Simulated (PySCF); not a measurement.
## Fractional electron number in Ni²⁺ (nickel, charge +2)

The 3d beta orbital of [Ar] 3d8 is emptied in steps (occupation f), with all orbitals relaxed, ending at [Ar] 3d7. Computed with PySCF 2.14 in def2-TZVPPD (6s6p4d2f1g, 67 functions), with the non-relativistic Hamiltonian (point nucleus). The exact energy is a straight line in f; departures are measured from the line between the end points of the same method.

| f | UHF (eV) | LDA (eV) | PBE (eV) |
| --- | --- | --- | --- |
| 1 | 0.000 | 0.000 | 0.000 |
| 0.9 | 0.320 | -0.798 | -0.776 |
| 0.7 | 0.718 | -1.880 | -1.826 |
| 0.5 | 0.823 | -2.259 | -2.190 |
| 0.3 | 0.666 | -1.914 | -1.852 |
| 0.1 | 0.276 | -0.827 | -0.798 |
| 0 | 0.000 | 0.000 | 0.000 |

```tsv
method	E(f=0) − E(f=1) (eV)	−ε at f=1 (eV)	−ε at f=0.5 (eV)
UHF	33.410	37.034	33.257
LDA	36.770	27.943	36.671
PBE	36.376	27.785	36.299
```

Orbital energy along the path (eV):

```
  f      UHF      LDA      PBE
  1  -37.034  -27.943  -27.785
0.9  -36.189  -29.635  -29.442
0.7  -34.640  -33.101  -32.827
0.5  -33.257  -36.671  -36.299
0.3  -32.020  -40.335  -39.844
0.1  -30.911  -44.087  -43.451
  0  -30.400  -45.993  -45.271
```

Reference removal energy between the ground levels: 35.187 ± 0.019 eV (measured; NIST Atomic Spectra Database, ionization energies). The calculation has no spin-orbit coupling. The determinant left behind need not be the lowest term of the ion. UHF lacks correlation.
